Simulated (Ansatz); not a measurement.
C₄H₁₀AlO₂, doublet, at a GFN2-xTB geometry (such geometries of metal compounds can be far from the true shape) (the spin is typed, not shown lowest); B3LYP/def2-SVP (Ansatz, a first-principles code).

Ansatz was given this input:
Ansatz 0.2 input:
```yaml
crystal:
  periodic: [false, false, false]
  atoms:
    - {symbol: Al, position_ang: [0.06770289, -0.00275058, 0.10826408]}
    - {symbol: O, position_ang: [-1.45511469, -0.43079845, 0.62007883]}
    - {symbol: C, position_ang: [-2.72865877, -0.76550967, 1.10786975]}
    - {symbol: C, position_ang: [-2.99787416, -0.08165407, 2.44089801]}
    - {symbol: H, position_ang: [-3.47672468, -0.45643070, 0.36867650]}
    - {symbol: H, position_ang: [-2.78261528, -1.85384257, 1.22596522]}
    - {symbol: H, position_ang: [-2.94143622, 0.99776835, 2.32066707]}
    - {symbol: H, position_ang: [-3.98646288, -0.34952280, 2.80610380]}
    - {symbol: H, position_ang: [-2.25188204, -0.38799264, 3.17061683]}
    - {symbol: O, position_ang: [1.59031179, 0.14985487, -0.54235076]}
    - {symbol: C, position_ang: [2.83914580, 0.28267938, -1.17041237]}
    - {symbol: C, position_ang: [2.68275060, 0.78444765, -2.59896726]}
    - {symbol: H, position_ang: [3.44595774, 0.98671183, -0.58920792]}
    - {symbol: H, position_ang: [3.33717911, -0.69369603, -1.16768177]}
    - {symbol: H, position_ang: [2.18623869, 1.75208276, -2.59887747]}
    - {symbol: H, position_ang: [3.65795332, 0.88310406, -3.06988512]}
    - {symbol: H, position_ang: [2.07789695, 0.08534440, -3.17196344]}
basis:
  gaussian:
    orbitals: def2-SVP
    point_charges:
      - {charge: 1.0, position_ang: [-4.3596, 0.1270, 6.5508]}
hamiltonian:
  xc: b3lyp
magnetization: {spin_polarized: true, initial_magnetization: 1}
```

What the program printed (banner, timings and long lists left out):

```
Functional definition: B3LYP
1516 factors; integrals over basis functions are off by at most 1.6e-3 eV
mean field evaluation 1: about -14978.6325 eV, gradient 6.1e1 eV
mean field evaluation 2: about -14941.6084 eV, gradient 1.1e2 eV
mean field evaluation 4: about -14994.7988 eV, gradient 5.4e0 eV
mean field evaluation 8: about -14995.2303 eV, gradient 1.0e0 eV
mean field evaluation 16: about -14995.2353 eV, gradient 2.2e-4 eV
mean field -14995.23526283 eV, -551.0647317734 hartree, gradient 5.2e-5 eV, S^2 0.753384; 0 other end points of the search recorded, 0 dependent functions left out
reference -14995.23556819 eV, -551.0647429952 hartree; 32, 31 occupied and 120, 121 virtual orbitals, 1516 factors
Total energy: -14995.23556819 eV, -551.0647429952 hartree
```
